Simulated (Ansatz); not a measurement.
The same path of FH + H7N3OTi (14 atoms, charge 0, multiplicity 1) was run 3 times with different band settings. Lost on the way: Ti1–O2, F13–H14. Made: Ti1–F13, O2–H14.

Computed with RHF/def2-SVP (Ansatz 0.2.0).

Relaxed end points:

```xyz
14
Properties=species:S:1:pos:R:3
Ti -0.204 -0.075 -0.130
O -0.212 -0.442 1.670
H -0.637 -0.044 2.413
N 1.560 -0.108 -0.716
H 2.235 -0.706 -0.266
H 1.993 0.465 -1.415
N -0.939 1.607 -0.499
H -1.736 1.775 -1.085
H -0.550 2.478 -0.183
N -1.221 -1.346 -1.050
H -2.061 -1.765 -0.689
H -0.929 -1.826 -1.882
F 1.943 -1.930 1.937
H 1.167 -1.444 2.006
```

```xyz
14
Properties=species:S:1:pos:R:3
Ti 0.062 -0.632 -0.451
O 0.299 0.695 2.975
H -0.428 0.615 3.573
N 1.699 -0.308 -1.285
H 2.399 -1.014 -1.439
H 2.054 0.595 -1.542
N -0.755 0.985 -0.074
H -1.486 1.459 -0.570
H -0.541 1.442 0.800
N -0.990 -1.625 -1.631
H -1.848 -2.085 -1.380
H -0.769 -1.803 -2.594
F 0.285 -1.503 1.101
H 0.428 -0.179 2.628
```

Common settings: climbing image yes; spring 5.0 eV/Å²; optimiser quadratic models (default); force threshold 0.03 eV/Å; iteration limit 60; end points relaxed.

| run | movable images | start path |
| --- | --- | --- |
| 1 | 5 | through a guess of the saddle point |
| 2 | 5 | straight line |
| 3 | 3 | through a guess of the saddle point |

(1) What does each run give, and how far can it be trusted?

## Answers

(1) Run 1: converged after 20 iterations, highest image 0.485 eV above the first end. A vibrational analysis at the climbing image gives one clearly imaginary mode, 1070i cm⁻¹: a first-order saddle point.
Run 2: converged after 20 iterations, highest image 0.490 eV above the first end. The profile has 2 maxima (images 2, 4) with wells between them (image 3): this band takes more than one step, which may be the mechanism or a detour left from its start path. The order of the point at the top wasn't checked.
Run 3: converged after 22 iterations, highest image 0.486 eV above the first end. Another band between the same ends (5 images) ends at a top of the same energy, where a vibrational analysis finds 1 clearly imaginary mode. So few images can step over the top or miss a turn of the path.
The orbitals stay closed-shell, which can raise the energy where a bond breaks towards radicals; this wasn't checked here.
